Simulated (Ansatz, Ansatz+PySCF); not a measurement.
```csv
atom,x (Å),y (Å),z (Å)
Si,-1.5858,-1.5858,-1.5858
Si,-1.5858,-1.5858,1.5858
Si,-1.5858,1.5858,-1.5858
Si,-1.5858,1.5858,1.5858
Si,1.5858,-1.5858,-1.5858
Si,1.5858,-1.5858,1.5858
Si,1.5858,1.5858,-1.5858
Si,1.5858,1.5858,1.5858
O,0.0000,1.8996,1.8996
O,0.0000,1.8996,-1.8996
O,0.0000,-1.8996,1.8996
O,0.0000,-1.8996,-1.8996
O,1.8996,0.0000,1.8996
O,-1.8996,0.0000,1.8996
O,1.8996,0.0000,-1.8996
O,-1.8996,0.0000,-1.8996
O,1.8996,1.8996,0.0000
O,1.8996,-1.8996,0.0000
O,-1.8996,1.8996,0.0000
O,-1.8996,-1.8996,0.0000
H,-2.4343,-2.4343,-2.4343
H,-2.4343,-2.4343,2.4343
H,-2.4343,2.4343,-2.4343
H,-2.4343,2.4343,2.4343
H,2.4343,-2.4343,-2.4343
H,2.4343,-2.4343,2.4343
H,2.4343,2.4343,-2.4343
H,2.4343,2.4343,2.4343
```

Basis set: def2-SVP (spherical functions). Correlated methods keep 52 orbitals frozen. Charge 0, multiplicity 1.

Computed with Ansatz (development build ahead of 0.2.0); each method stands on the lowest determinant of its kind that the runs found. Restricted open shells among the atoms or ions are ROHF, correlated in semicanonical orbitals with singles.

Give the atomization energy at this shape (free ground-state atoms in the same class of orbitals less the molecule, no zero-point energy) of singlet Si₈H₈O₁₂ by RHF-MP2, RHF.

```
 method  atomization energy
RHF-MP2           134.79 eV
    RHF           102.97 eV
```
